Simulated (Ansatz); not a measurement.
C7H12 can be A, `CCC1C=CCC1`, or B, `C1C[C@H]2CC[C@@H]1C2`.

Program: Ansatz. Geometries: PBE0-D4/def2-TZVP. ΔE: electronic, gas phase. CCSD(T)/CBS is the MP2 limit (def2-TZVPP, def2-QZVPP) plus CCSD(T) − MP2 in def2-TZVPP, frozen cores. DFT in def2-TZVPP. B3LYP here is the variant with VWN-RPA as its local correlation; programs differ in this. Each species was taken in one conformer, which may not be the lowest.

Q: Which isomer does CCSD(T)/CBS put lower? Give the gap. (Estimate.)

A: Computed: B, by 11.2 kcal/mol.

Q: Give E(B) − E(A) in kcal/mol with r2SCAN-D4, B2PLYP, PBE0-D4, B3LYP, BLYP-D4, ωB97M-V, HF/def2-TZVPP. (Best estimate.)

A: Ansatz gave: r2SCAN-D4 -10.7, B2PLYP -8.1, PBE0-D4 -13.4, B3LYP -5.0, BLYP-D4 -4.6, ωB97M-V -11.9, HF/def2-TZVPP -5.5. None reverses the order clearly.

Largest T1 diagnostic: 0.010.

In def2-TZVPP, CCSD(T) changes the Hartree–Fock value by −6.2 kcal/mol (the triples alone add −0.1 kcal/mol) and MP2 by −8.9 kcal/mol. At CCSD(T), def2-SVP lies −0.8 kcal/mol from the extrapolated value and def2-TZVPP −0.5 kcal/mol.
